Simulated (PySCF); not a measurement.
# UHF on Tl (thallium, neutral)

Configuration: [Xe] 4f14 5d10 6s1 6p2, high-spin 4P determinant (an excited configuration). All numbers are calculated (PySCF 2.14, the spin-free X2C one-electron Hamiltonian (Gaussian nucleus), in x2c-TZVPPall with one added diffuse shell each of s, p, d, f type (12s8p7d4f, 99 functions)).

```json
{
 "Total energy": "-20243.355921 hartree",
 "One-electron energy": "-27719.4626 hartree",
 "Hartree (Coulomb) energy": "7856.9800 hartree",
 "Exchange energy": "-380.8733 hartree",
 "⟨S²⟩": "3.7577",
 "⟨L²⟩": "2.024",
 "Sum of ⟨r⟩": "48.84 bohr",
 "Sum of ⟨r²⟩": "74.30 bohr²",
 "Traceless quadrupole moment −½Σ⟨3z² − r²⟩ along its main axis": "5.97 e·bohr²",
 "Langevin diamagnetic susceptibility": "-58.8 ×10⁻⁶ cm³/mol"
}
```

```
shell  electrons  mean orbital energy (hartree)  spread (hartree)  rms radius, mean of both spins (bohr)
 1s α          1                    -3160.55922                 0                                 0.0184
 1s β          1                    -3160.55514                 0                                 0.0184
 2s α          1                     -568.44323                 0                                 0.0742
 2s β          1                     -568.44153                 0                                 0.0742
 2p α          3                     -491.19072           0.00003                                 0.0684
 2p β          3                     -491.19022           0.00126                                 0.0684
 3s α          1                     -138.34275                 0                                  0.189
 3s β          1                     -138.33879                 0                                  0.189
 3p α          3                     -115.65697           0.00149                                  0.192
 3p β          3                     -115.65473           0.00322                                  0.192
 3d α          5                      -90.95729           0.00267                                  0.176
 3d β          5                      -90.95726           0.00275                                  0.176
 4s α          1                      -32.33643                 0                                  0.416
 4s β          1                      -32.32972                 0                                  0.416
 4p α          3                      -24.74147           0.00315                                  0.443
 4p β          3                      -24.73791           0.00614                                  0.443
 4d α          5                      -15.42563           0.00575                                  0.471
 4d β          5                      -15.42496           0.00607                                  0.471
 5s α          1                       -5.67651                 0                                  0.943
 5s β          1                       -5.66208                 0                                  0.943
 4f α          7                       -5.15639           0.00661                                  0.510
 4f β          7                       -5.15543           0.00715                                  0.510
 5p α          3                       -3.50516           0.00392                                   1.08
 5p β          3                       -3.50101           0.01262                                   1.08
 5d α          5                       -0.90470           0.01044                                   1.48
 5d β          5                       -0.88560           0.01897                                   1.48
 6s α          1                       -0.57881                 0                                   2.75
 6p α          2                       -0.24532                 0                                   3.75
```

Spin-orbit coupling is strong in this species (close to jj coupling), so the high-spin LS determinant is a model state, not a physical level.

Densities and radii are taken from the X2C orbitals without a picture-change correction, which distorts them close to the nucleus.

Spin-orbit constants ζ (cm⁻¹) from the X2C one-electron operator on these orbitals: bare nucleus, nucleus screened by l(l+1)(2l+1)/3 electrons, and screened by the Breit-Pauli mean field of the electrons.

| shell | bare | screened nucleus | mean field |
| --- | --- | --- | --- |
| 2p | 10210000 | 9959000 | n/a |
| 3p | 2302000 | 2245000 | n/a |
| 3d | 354700 | 310900 | n/a |
| 4p | 551100 | 537500 | n/a |
| 4d | 76580 | 67130 | n/a |
| 4f | 15850 | 10370 | n/a |
| 5p | 92240 | 89970 | n/a |
| 5d | 7745 | 6789 | n/a |
| 6p | 5700 | 5560 | n/a |

To first order the Landé constant is A = 1853 cm⁻¹, so the lowest level has J = 1/2 and lies 0.574 eV below the centre of the term. This holds in LS coupling only, and this species is close to jj coupling.
